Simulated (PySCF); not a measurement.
Compound: C10H8O2.
Bonds: C1–C2 (triple), C2–C3, C3–C4 (aromatic), C4–C5 (aromatic), C5–C6 (aromatic), C6–C7 (aromatic), C7–C8, C8–O9 (double), C8–O10, O10–C11, C7–C12 (aromatic), C3–C12 (aromatic). Hydrogens: H13 on C1; H14 on C4; H15 on C5; H16 on C6; H17, H18, H19 on C11; H20 on C12.

The same species was optimised twice, with GFN2-xTB and with PBE0-D3(BJ)/def2-SVP (PySCF), and the same property calculations (PySCF, gas phase) were run on both structures.

| coordinate | GFN2-xTB | PBE0-D3(BJ)/def2-SVP | change |
| --- | --- | --- | --- |
| C1≡C2 (Å) | 1.200 | 1.213 | +0.013 |
| C2–C3 (Å) | 1.417 | 1.429 | +0.012 |
| C3–C12 (Å) | 1.392 | 1.403 | +0.011 |
| C3–C4 (Å) | 1.396 | 1.406 | +0.010 |
| C4–C5 (Å) | 1.383 | 1.392 | +0.009 |
| C5–C6 (Å) | 1.383 | 1.391 | +0.008 |
| C7–C12 (Å) | 1.389 | 1.395 | +0.006 |
| C8–O10 (Å) | 1.342 | 1.337 | -0.005 |
| C7–C8 (Å) | 1.483 | 1.488 | +0.005 |
| C6–C7 (Å) | 1.394 | 1.399 | +0.005 |
| O10–C11 (Å) | 1.419 | 1.416 | -0.003 |
| C8=O9 (Å) | 1.207 | 1.205 | -0.002 |
| C4–C3–C12 (°) | 119.8 | 119.2 | -0.6 |
| C6–C7–C8 (°) | 118.2 | 117.8 | -0.4 |
| C3–C12–C7 (°) | 119.7 | 120.1 | +0.4 |
| C2–C3–C4 (°) | 120.1 | 120.4 | +0.3 |
| C2–C3–C12 (°) | 120.1 | 120.4 | +0.3 |
| C3–C4–C5 (°) | 120.1 | 120.4 | +0.3 |
| C8–C7–C12 (°) | 121.7 | 122.0 | +0.3 |
| C5–C6–C7 (°) | 120.1 | 119.9 | -0.2 |
| C6–C7–C8–O9 (°) | 0 | 2 | +2 |
| C7–C8–O10–C11 (°) | 180 | 180 | 0 |

Rotational constants: A = 1731, B = 590.0, C = 441.3 MHz (GFN2-xTB) against A = 1719, B = 583.8, C = 437.0 MHz (PBE0-D3(BJ)/def2-SVP). Atoms that the bonding makes alike are paired by their places after alignment.

On the GFN2-xTB structure: HOMO (eV) -7.13 [PBE0/pcSseg-1]; LUMO (eV) -1.61 [PBE0/pcSseg-1]; dipole (D) 1.34 [PBE0/pcSseg-1]; GIAO shielding of C1 (ppm) 99.0 [PBE0/pcSseg-1]; GIAO shielding of C2 (ppm) 98.3 [PBE0/pcSseg-1]; GIAO shielding of C3 (ppm) 60.2 [PBE0/pcSseg-1]; GIAO shielding of C4 (ppm) 42.8 [PBE0/pcSseg-1]; GIAO shielding of C5 (ppm) 53.2 [PBE0/pcSseg-1]; GIAO shielding of C6 (ppm) 49.4 [PBE0/pcSseg-1]; GIAO shielding of C7 (ppm) 52.1 [PBE0/pcSseg-1]; GIAO shielding of C8 (ppm) 14.1 [PBE0/pcSseg-1].

Problem. What do these properties become on the PBE0-D3(BJ)/def2-SVP structure?

Solution. 
```tsv
property	level	on GFN2-xTB	on PBE0-D3(BJ)/def2-SVP	change
HOMO (eV)	PBE0/pcSseg-1	-7.13	-7.11	+0.02
LUMO (eV)	PBE0/pcSseg-1	-1.61	-1.62	-0.01
dipole (D)	PBE0/pcSseg-1	1.34	1.35	+0.01
energy, GFN2-xTB geometry as zero (kcal/mol)	PBE0/pcSseg-1	0.0	-0.1	-0.1
GIAO shielding of C1 (ppm)	PBE0/pcSseg-1	99.0	96.9	-2.1
GIAO shielding of C2 (ppm)	PBE0/pcSseg-1	98.3	97.9	-0.4
GIAO shielding of C3 (ppm)	PBE0/pcSseg-1	60.2	57.6	-2.6
GIAO shielding of C4 (ppm)	PBE0/pcSseg-1	42.8	40.5	-2.3
GIAO shielding of C5 (ppm)	PBE0/pcSseg-1	53.2	51.2	-2.0
GIAO shielding of C6 (ppm)	PBE0/pcSseg-1	49.4	47.3	-2.1
GIAO shielding of C7 (ppm)	PBE0/pcSseg-1	52.1	50.8	-1.3
GIAO shielding of C8 (ppm)	PBE0/pcSseg-1	14.1	14.9	+0.8
```

The heavy atoms differ by 0.027 Å rms after alignment. Among bonds between heavy atoms C1≡C2 and C2–C3 change most and about equally (+0.012 to +0.013 Å). Changes are differences of the printed values. Neither structure is proved a minimum here.

The values belong to the conformer `[CH:1]#[C:2][c:3]1[cH:4][cH:5][cH:6][c:7]([C:8](=[O:9])[O:10][CH3:11])[cH:12]1`: C6–C7–C8–O9 2°, C7–C8–O10–C11 180°.
